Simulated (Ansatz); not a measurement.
Geometry optimisation, UKS BLYP-D4/def2-SVP in Ansatz.

Input file:

```yaml
crystal:
  periodic: [false, false, false]
  atoms:
    - { symbol: Si, position_ang: [-0.02515, -0.017255, -0.292661] }
    - { symbol: Cl, position_ang: [-0.0057, -0.001178, 3.020485] }
    - { symbol: O, position_ang: [1.55294, -0.058466, -0.85655] }
    - { symbol: H, position_ang: [2.073843, -0.860526, -0.670178] }
    - { symbol: H, position_ang: [-0.638367, 1.25783, -0.772145] }
    - { symbol: H, position_ang: [-0.824415, -1.244058, -0.644493] }
    - { symbol: Cl, position_ang: [-0.023751, -0.028446, 5.107642] }
magnetization:
  spin_polarized: true
  initial_magnetization: 1
basis:
  gaussian: { orbitals: def2-SVP }
hamiltonian:
  xc: blyp
  dispersion: d4
relax:
  f_tol: 0.03
  max_steps: 50
```

Launched with:

```bash
$ ansatz run input.yaml --threads 2 --pin off --max-ram 3072MiB --backend cpu --events-out ev --progress --plain --runs-dir out
```

Problem. Where does it end, and by what steps?

Solution. The run converged. After 20 steps the energy has fallen by 2.290 eV; Cl7 moved furthest, 2.08 Å. Parted: Cl2–Cl7 (2.09 → 2.77 Å). Joined: Si1–Cl2 (3.31 → 2.15 Å).

```csv
step,energy less start (eV),largest force component (eV/Å),accepted
0,0.0000,1.972,yes
1,-0.2859,1.848,yes
2,-0.6399,2.440,yes
3,-1.2078,2.779,yes
4,-1.7751,1.587,yes
5,-1.8739,1.319,yes
6,-1.9030,0.749,yes
7,-1.9259,1.022,yes
8,-1.9845,0.171,yes
9,-2.0263,0.268,yes
10,-2.0643,0.290,yes
11,-2.0987,0.274,yes
12,-2.1359,0.247,yes
13,-2.1705,0.156,yes
14,-2.2046,0.123,yes
15,-2.2354,0.102,yes
16,-2.2603,0.061,yes
17,-2.2790,0.066,yes
18,-2.2885,0.084,yes
19,-2.2893,0.083,yes
20,-2.2897,0.007,yes
```

```xyz
7
Properties=species:S:1:pos:R:3
Si 0.162 -0.085 0.423
Cl 1.368 0.250 2.174
O 1.169 -0.037 -0.908
H 1.763 -0.798 -1.049
H -0.756 1.069 0.286
H -0.464 -1.422 0.615
Cl -1.132 0.070 3.352
```

Time of the run: 48 s on 2 threads of Arm Neoverse V2, on a shared host, peak memory 0.17 GiB.
